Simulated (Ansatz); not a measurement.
Steps of a relaxation of C$_{3}$H$_{6}$O$_{2}$Si, SMILES `C=C=C(O)[SiH2]O` with RKS PBE-D4/def2-SVP.

```sh
$ ansatz run in.yaml --threads 4 --pin off --events-out ev --progress --plain --max-ram 10444MiB
```

```yaml
crystal:
  periodic: [false, false, false]
  atoms:
    - {symbol: C, position_ang: [-0.004200, -2.348900, -0.888900]}
    - {symbol: C, position_ang: [-0.154600, -1.055200, -0.569800]}
    - {symbol: C, position_ang: [-0.296400, 0.204100, -0.268200]}
    - {symbol: O, position_ang: [-1.023200, 0.992700, -1.038600]}
    - {symbol: Si, position_ang: [0.642000, 0.916900, 1.146600]}
    - {symbol: O, position_ang: [0.287400, 2.560600, 1.304800]}
    - {symbol: H, position_ang: [-0.693100, -3.042000, -0.469500]}
    - {symbol: H, position_ang: [0.751100, -2.617500, -1.600900]}
    - {symbol: H, position_ang: [-1.473200, 0.428400, -1.686900]}
    - {symbol: H, position_ang: [0.259700, 0.255200, 2.454200]}
    - {symbol: H, position_ang: [2.095200, 0.782600, 1.006000]}
    - {symbol: H, position_ang: [-0.313700, 2.867800, 0.645000]}
basis:
  gaussian: {orbitals: def2-SVP}
hamiltonian: {xc: pbe, dispersion: d4}
relax: {f_tol: 0.03, max_steps: 200}
```

Positions (Å) and forces (eV/Å) along the path, 10 of 14 steps:

```xyz
12
step=1 energy=-15158.8139 eV
C    -0.004   -2.349   -0.889   -0.218    2.784    0.507
C    -0.155   -1.055   -0.570    0.636   -2.862   -0.216
C    -0.296    0.204   -0.268    0.925   -0.905    0.442
O    -1.023    0.993   -1.039   -1.611    2.494   -0.987
Si    0.642    0.917    1.147   -0.077    0.891    1.587
O     0.287    2.561    1.305    0.930   -0.659    0.882
H    -0.693   -3.042   -0.469   -0.765   -1.326    0.395
H     0.751   -2.618   -1.601    0.793   -0.654   -0.631
H    -1.473    0.428   -1.687   -0.202   -0.031   -0.365
H     0.260    0.255    2.454    0.001   -0.111   -0.219
H     2.095    0.783    1.006    0.657   -0.209   -0.236
H    -0.314    2.868    0.645   -1.069    0.588   -1.159
12
step=4 energy=-15159.1924 eV
C    -0.013   -2.369   -0.888    0.148   -0.226   -0.148
C    -0.143   -1.090   -0.578   -0.140    0.144   -0.068
C    -0.264    0.197   -0.268    0.046   -0.419   -0.207
O    -1.039    1.105   -0.976    0.018    0.007    0.147
Si    0.665    0.943    1.207   -0.035    0.265    0.000
O     0.240    2.572    1.262    0.026   -0.086    0.022
H    -0.687   -3.151   -0.458    0.277    0.242   -0.185
H     0.778   -2.709   -1.610   -0.380    0.074    0.404
H    -1.489    0.615   -1.694    0.020    0.072    0.022
H     0.269    0.232    2.472    0.008    0.024   -0.001
H     2.147    0.781    1.008   -0.012    0.010    0.024
H    -0.388    2.819    0.556    0.024   -0.105   -0.010
12
step=5 energy=-15159.2101 eV
C    -0.019   -2.371   -0.906   -0.143    0.026    0.280
C    -0.143   -1.094   -0.595   -0.095    0.166   -0.105
C    -0.250    0.188   -0.274   -0.045   -0.216    0.047
O    -1.047    1.112   -0.935    0.085   -0.016   -0.023
Si    0.675    0.944    1.206   -0.056    0.129   -0.010
O     0.225    2.563    1.244    0.031   -0.013    0.024
H    -0.697   -3.142   -0.489    0.067    0.036   -0.016
H     0.785   -2.725   -1.566    0.150   -0.115   -0.217
H    -1.492    0.648   -1.675    0.003    0.077    0.033
H     0.278    0.241    2.475    0.006    0.002    0.006
H     2.160    0.795    1.022   -0.011    0.008    0.002
H    -0.398    2.785    0.526    0.007   -0.084   -0.021
12
step=6 energy=-15159.2147 eV
C    -0.005   -2.371   -0.899   -0.007    0.016    0.068
C    -0.161   -1.091   -0.614    0.047   -0.069    0.018
C    -0.260    0.182   -0.268   -0.213   -0.066   -0.203
O    -1.049    1.124   -0.917    0.096    0.271    0.162
Si    0.673    0.933    1.213   -0.066    0.065   -0.053
O     0.229    2.552    1.217    0.137   -0.007    0.176
H    -0.667   -3.148   -0.470    0.042    0.004   -0.019
H     0.805   -2.719   -1.566   -0.019   -0.044   -0.055
H    -1.529    0.724   -1.669    0.109   -0.156    0.071
H     0.269    0.249    2.489   -0.002   -0.005    0.004
H     2.156    0.774    1.033    0.011   -0.011   -0.004
H    -0.385    2.736    0.484   -0.135    0.003   -0.165
12
step=7 energy=-15159.2086 eV rejected
C     0.003   -2.383   -0.889   -0.138   -0.092   -0.259
C    -0.146   -1.105   -0.601   -0.050    0.106    0.005
C    -0.243    0.169   -0.258    0.068    0.157    0.027
O    -1.018    1.133   -0.898   -0.060   -0.163   -0.005
Si    0.672    0.948    1.227    0.018   -0.023   -0.123
O     0.202    2.559    1.207   -0.033    0.054   -0.019
H    -0.638   -3.165   -0.442   -0.027   -0.006    0.045
H     0.706   -2.728   -1.671    0.139    0.006    0.150
H    -1.473    0.725   -1.664    0.049    0.013    0.098
H     0.264    0.269    2.504   -0.011    0.002    0.016
H     2.159    0.799    1.059   -0.014    0.011    0.012
H    -0.412    2.723    0.461    0.058   -0.063    0.053
12
step=8 energy=-15159.2167 eV
C     0.005   -2.367   -0.914   -0.030    0.035    0.033
C    -0.171   -1.095   -0.603    0.052   -0.053   -0.035
C    -0.278    0.175   -0.248   -0.002    0.026   -0.018
O    -1.065    1.127   -0.884   -0.015    0.008    0.027
Si    0.659    0.942    1.223    0.161   -0.006    0.153
O     0.262    2.579    1.196   -0.190   -0.161   -0.284
H    -0.632   -3.164   -0.487   -0.003   -0.009   -0.005
H     0.796   -2.694   -1.616   -0.004    0.014    0.010
H    -1.527    0.702   -1.635    0.009    0.022    0.006
H     0.233    0.297    2.516    0.008    0.015   -0.053
H     2.142    0.742    1.052   -0.058   -0.023    0.009
H    -0.347    2.701    0.433    0.073    0.131    0.155
12
step=9 energy=-15159.2223 eV
C    -0.011   -2.371   -0.914    0.087   -0.036    0.034
C    -0.161   -1.096   -0.607   -0.010    0.008   -0.035
C    -0.257    0.176   -0.254   -0.018   -0.013   -0.023
O    -1.042    1.133   -0.887    0.000   -0.008    0.011
Si    0.672    0.942    1.223   -0.025    0.038   -0.020
O     0.227    2.563    1.194    0.032   -0.047    0.010
H    -0.646   -3.160   -0.468   -0.017    0.018   -0.035
H     0.778   -2.714   -1.614   -0.056    0.020    0.029
H    -1.502    0.716   -1.643    0.009    0.000    0.016
H     0.254    0.277    2.504    0.007    0.010    0.004
H     2.156    0.765    1.051   -0.010    0.016    0.010
H    -0.390    2.714    0.450    0.001   -0.006    0.001
12
step=10 energy=-15159.2224 eV
C    -0.010   -2.372   -0.915    0.093   -0.037    0.024
C    -0.161   -1.096   -0.608   -0.009    0.004   -0.032
C    -0.259    0.175   -0.254   -0.020   -0.002   -0.012
O    -1.046    1.131   -0.884    0.002   -0.003   -0.001
Si    0.672    0.943    1.222   -0.014    0.016   -0.011
O     0.230    2.565    1.191    0.030   -0.036    0.012
H    -0.646   -3.160   -0.471   -0.018    0.013   -0.027
H     0.779   -2.714   -1.613   -0.058    0.021    0.026
H    -1.503    0.716   -1.643    0.006    0.000    0.018
H     0.256    0.279    2.504   -0.013    0.007    0.015
H     2.154    0.761    1.056    0.003    0.022   -0.007
H    -0.391    2.716    0.450   -0.002   -0.006   -0.004
12
step=12 energy=-15159.2231 eV
C     0.000   -2.371   -0.914   -0.002   -0.030   -0.016
C    -0.157   -1.094   -0.617    0.007   -0.022    0.040
C    -0.263    0.172   -0.250   -0.001    0.040   -0.035
O    -1.051    1.129   -0.878   -0.013    0.008    0.009
Si    0.669    0.942    1.224   -0.007   -0.003    0.002
O     0.242    2.566    1.183    0.004   -0.007   -0.009
H    -0.647   -3.157   -0.481    0.006    0.012   -0.004
H     0.785   -2.713   -1.615    0.001   -0.006    0.000
H    -1.517    0.711   -1.629    0.005    0.005    0.002
H     0.244    0.291    2.511   -0.001    0.002    0.004
H     2.152    0.753    1.060   -0.002    0.004    0.000
H    -0.379    2.717    0.442    0.003   -0.002    0.007
12
step=14 energy=-15159.2234 eV
C     0.009   -2.369   -0.921   -0.002   -0.001    0.002
C    -0.157   -1.095   -0.614   -0.002    0.005    0.001
C    -0.271    0.171   -0.247    0.019   -0.004    0.001
O    -1.072    1.124   -0.863   -0.007   -0.010    0.004
Si    0.666    0.940    1.225    0.000   -0.001   -0.005
O     0.272    2.571    1.161    0.000    0.006    0.000
H    -0.625   -3.162   -0.482   -0.002    0.000   -0.005
H     0.788   -2.701   -1.632    0.003    0.000    0.004
H    -1.531    0.707   -1.618   -0.010    0.006   -0.007
H     0.219    0.312    2.517   -0.002    0.000    0.002
H     2.145    0.725    1.075    0.002   -0.002    0.002
H    -0.365    2.720    0.432    0.001    0.001    0.002
```

It took 9.5 s on 4 threads of an Intel Xeon 6975P-C on a shared host, with 0.18 GiB of host memory at the peak.
